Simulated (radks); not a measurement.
Results of a calculation; reference values are marked as such.
Question: These are the eigenvalues of the occupied orbitals of an atom or ion with whole-number occupations (hartree). Code: a radial shooting solver on a logarithmic mesh with Libxc functionals. Model: non-relativistic Kohn-Sham, LB94 model potential, spin-polarised, spherical densities, point nucleus.

1s down: -2734.847
1s up: -2734.847
2s down: -492.3536
2s up: -492.3492
2p down: -475.1762
2p up: -475.1731
3s up: -147.9329
3s down: -147.9141
3p up: -139.8551
3p down: -139.8409
3d up: -124.7483
3d down: -124.7440
4s up: -60.35767
4s down: -60.23390
4p up: -56.80598
4p down: -56.68194
4d up: -50.34749
4d down: -50.22289
4f up: -42.08194

Which element is it, and in what charge state? The configuration may be excited. Open shells, if any, are filled with parallel spins first.

Answer: Z = 79, gold, charge +31: Au31+ in [Kr] 4d10 4f2. The list shows which subshells hold electrons but not how many an open one holds; the 1s level, -2734.8 hartree, gives Z - s = 74.0 by -(Z - s)^2/2, which with screening narrows Z to a few neighbours, and the depths of the outer levels then fix element, charge and occupations together.
